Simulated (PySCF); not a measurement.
Electrostatic solvation of a mixed set.

Level: PBE0/pcSseg-1 in PySCF, non-relativistic, each on one gas-phase PBE0-D3(BJ)/def2-SVP geometry that isn't relaxed in the solvent. The solvent is an IEF-PCM continuum (Bondi radii, 1.10 Å for H, scaled by 1.2). Specific hydrogen bonds and non-electrostatic terms are outside this model.

**Question.** Order them by E(solvent) − E(gas) in tetrahydrofuran (ε = 7.426), most negative first (kcal/mol).
A. `[CH3:1][C:2]#[C:3][C@@H:4]1[CH2:5][Si@@H:6]([NH2:7])[O:8][SiH2:9]1` with C5–Si6–N7–H 50° and -164°, C3–C4–C5–Si6 -80°, C4–C5–Si6–N7 -152°, C5–Si6–O8–Si9 9°, Si6–O8–Si9–C4 10°
B. `[CH3:1][SiH2:2][NH:3][SiH2:4][c:5]1[cH:6][cH:7][cH:8][o:9]1` with C1–Si2–N3–Si4 173°, Si2–N3–Si4–C5 176°, N3–Si4–C5–C6 -175°
C. `[CH3:1][SiH2:2][Si@@H:3]([NH2:4])[c:5]1[cH:6][cH:7][cH:8][o:9]1` with C1–Si2–Si3–N4 -177°, Si2–Si3–N4–H 178° and -36°, Si2–Si3–C5–C6 120°
D. `[CH3:1][C:2]#[C:3][C@@H:4]1[CH2:5][Si@H:6]([NH2:7])[O:8][SiH2:9]1` with C5–Si6–N7–H 174° and -43°, C3–C4–C5–Si6 -78°, C4–C5–Si6–N7 89°, C5–Si6–O8–Si9 11°, Si6–O8–Si9–C4 9°

**Answer.** A (-5.7), D (-5.2), C (-4.8), B (-3.1).

| SMILES | charge | ΔE (kcal/mol) | polarisation term (kcal/mol) | HOMO shift (eV) | dipole gas (D) | dipole solvent (D) | atoms |
| --- | --- | --- | --- | --- | --- | --- | --- |
| CC#C[C@@H]1C[Si@@H](N)O[SiH2]1 | 0 | -5.7 | -6.3 | -0.11 | 1.04 | 1.38 | 20 |
| CC#C[C@@H]1C[Si@H](N)O[SiH2]1 | 0 | -5.2 | -5.6 | -0.01 | 1.80 | 2.11 | 20 |
| C[SiH2][Si@@H](N)c1ccco1 | 0 | -4.8 | -5.2 | -0.04 | 0.93 | 1.16 | 20 |
| C[SiH2]N[SiH2]c1ccco1 | 0 | -3.1 | -3.4 | +0.01 | 1.74 | 2.15 | 20 |

The polarisation term is half the interaction of the solute with the induced surface charges.
